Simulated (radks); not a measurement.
Coulomb parameter of the 4f shell of the holmium ion Ho2+ in the model configuration [Xe] 4f10 6p1, as a second difference U = [E(n + 0.5) + E(n - 0.5) - 2 E(n)] / (0.5)^2 with all orbitals relaxed. "Bare": the charge of the atom changes with n. "Screened": the 6p shell takes up the change at fixed total charge, which measures U(4f,4f) + U(6p,6p) - 2 U(4f,6p). Calculated with a radial shooting solver on a logarithmic mesh with Libxc functionals: scalar-relativistic Kohn-Sham, PBE, spin-unpolarised, spherical densities, point nucleus.

case               configuration  E - E(n) (eV)
start              [Xe] 4f10 6p1          0.000
bare +0.5        [Xe] 4f10.5 6p1        -11.567
bare -0.5         [Xe] 4f9.5 6p1         16.087
screened +0.5  [Xe] 4f10.5 6p0.5         -6.368
screened -0.5   [Xe] 4f9.5 6p1.5          8.592

U(bare) = 18.081 eV, U(screened by 6p) = 8.895 eV, against the Slater integral F0(4f,4f) = 32.272 eV with frozen orbitals.
